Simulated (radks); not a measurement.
Values are calculated unless marked as measured or tabulated.
Problem. All-electron atom: the calcium ion Ca8+ in [Ne] 3s2. Level of theory: Dirac Kohn-Sham, PBE, spin-unpolarised, spherical densities, finite nucleus; Fermi nuclear charge, rms radius 3.4776 fm (a radial shooting solver on a logarithmic mesh with Libxc functionals). Some entries of the table are withheld. Estimate them.

| orbital | occ. | eigenvalue (eV) | <r^2> (bohr^2) |
|---|---|---|---|
| 1s1/2 | 2 | -4122.263 | 0.007935 |
| 2s1/2 | 2 | (1) | 0.1540 |
| 2p1/2 | 2 | (2) | 0.1279 |
| 2p3/2 | 4 | (3) | 0.1297 |
| 3s1/2 | 2 | (4) | (5) |

Solution. 
(1) 2s1/2 eigenvalue (eV): -576.5800
(2) 2p1/2 eigenvalue (eV): -500.8433
(3) 2p3/2 eigenvalue (eV): -497.0650
(4) 3s1/2 eigenvalue (eV): -178.7046
(5) 3s1/2 <r^2> (bohr^2): 1.134
